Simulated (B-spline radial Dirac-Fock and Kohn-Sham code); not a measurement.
# Core and valence levels of Ta²⁶⁺

System: Ta²⁶⁺, configuration [Kr] 4d10 4f1; nuclear rms radius 5.3507 fm (A = 181).

Method: relaxed Dirac-Fock hole states (ΔSCF) with Breit and QED corrections and a finite nucleus. Computed with a radial B-spline solver. Correlation and solid-state effects are left out. Energies are counted from the vacuum level.

All terms are in eV, carry their sign (relaxation lowers the binding energy) and add up to the binding energy; ⟨r⟩ is the mean radius of the orbital in the initial state.

```tsv
subshell	−ε (Koopmans)	relaxation	Gaunt	retardation	self-energy	vacuum polarisation	binding energy	⟨r⟩ (bohr)
1s	68692.1	-67.76	-241.31	21.95	-140.98	26.34	68290.3	0.019
2s	12649.6	-32.17	-26.56	1.91	-20.12	3.52	12576.2	0.078
2p1/2	12100.0	-36.71	-45.60	4.96	-0.03	0.14	12022.8	0.065
2p3/2	10828.5	-33.68	-31.59	6.64	-1.43	-0.13	10768.3	0.073
3s	3625.9	-10.94	-4.92	0.32	-4.62	0.79	3606.5	0.203
3p1/2	3383.2	-11.83	-8.57	0.82	-0.09	0.03	3363.5	0.194
3p3/2	3103.3	-10.67	-5.71	1.25	-0.35	-0.04	3087.8	0.208
3d3/2	2700.0	-12.91	-3.65	0.30	0.35	-0.04	2684.0	0.182
3d5/2	2640.0	-12.45	-2.49	0.33	0.18	-0.04	2625.5	0.186
4s	1387.6	-2.00	-1.30	0.11	-1.27	0.22	1383.4	0.436
4p1/2	1283.3	-2.05	-2.20	0.23	-0.02	0.01	1279.3	0.437
4p3/2	1207.7	-1.78	-1.44	0.35	-0.09	-0.01	1204.7	0.461
4d3/2	1033.6	-1.88	-0.81	0.09	0.09	-0.01	1031.0	0.460
4d5/2	1018.4	-1.77	-0.51	0.10	0.05	-0.01	1016.2	0.468
4f	821.5	-1.92	0.06	0.00	0.06	-0.01	?	0.452
```

**Question.** Which binding energy belongs in the row of 4f?

**Answer.** 819.7 eV, the sum of the terms in that row (to rounding).

For the deepest level, K (1s), the Breit terms make up -0.321 % of the binding energy, QED -0.168 % and orbital relaxation -0.099 %.

Spin-orbit splittings: 2p 1254.4 eV, 3p 275.7 eV, 3d 58.56 eV, 4p 74.55 eV, 4d 14.84 eV.

Going to the tabulated ground configuration of the next ion removes an electron from N6,7 (4f), computed at 819.7 eV. NIST lists 832 ± 10 eV as the ionisation energy of this species (theoretical), +12.30 eV from the computed value. Where a p, d or f shell is open in either ion the computed value averages over both j values and all terms, while the table refers to the lowest levels; that difference holds spin-orbit splitting (largest in heavy or highly charged ions), term energies where several electrons share open shells, and correlation, and it can reach 10 % or more.
